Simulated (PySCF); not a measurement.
## In: electron affinity

In⁻ [Kr] 4d10 5s2 5p2 [5p1/2^2, M_J = 0] → In [Kr] 4d10 5s2 5p1 [5p1/2^1, M_J = 1/2], as a difference of total energies. All numbers are calculated (PySCF 2.14, the two-component X2C-1e Hamiltonian, in x2c-TZVPall-2c with one added diffuse shell each of s, p, d, f type (9s10p6d3f, 90 functions)). Correlated levels: [Ar] 3d10 frozen; the 6 highest virtual spinors dropped. "Screened" scales the spin-orbit matrix elements by Boettger's factors to mimic the two-electron term; Breit and QED terms are absent.

```tsv
method	electron affinity (eV)	error (eV)
GHF (spin-free)	0.022	-0.362
GMP2 (spin-free)	0.389	+0.005
GHF (screened spin-orbit)	-0.079	-0.463
GMP2 (screened spin-orbit)	0.286	-0.098
```

Reference: 0.384 eV (measured; photodetachment measurements, as compiled on the Wikipedia data page of electron affinities).

The spin-free rows relax to the high-spin LS determinant and lack the spin-orbit shift.

Errors of the correlated levels include the incompleteness of this basis and the frozen core.

The labels give the starting determinants; with spin-orbit coupling the two ends relaxed to ⟨J²⟩ = 1.58, ⟨L²⟩ = 2.03, ⟨S²⟩ = 2.00 and ⟨J²⟩ = 0.82, ⟨L²⟩ = 2.07, ⟨S²⟩ = 0.78.

A negative affinity means that the anion lies above the atom at that level of theory.

The determinant of In⁻ mixes levels of different J (the jj label is only the starting occupation), so the difference between spin-free and spin-orbit rows is not the physical spin-orbit shift.
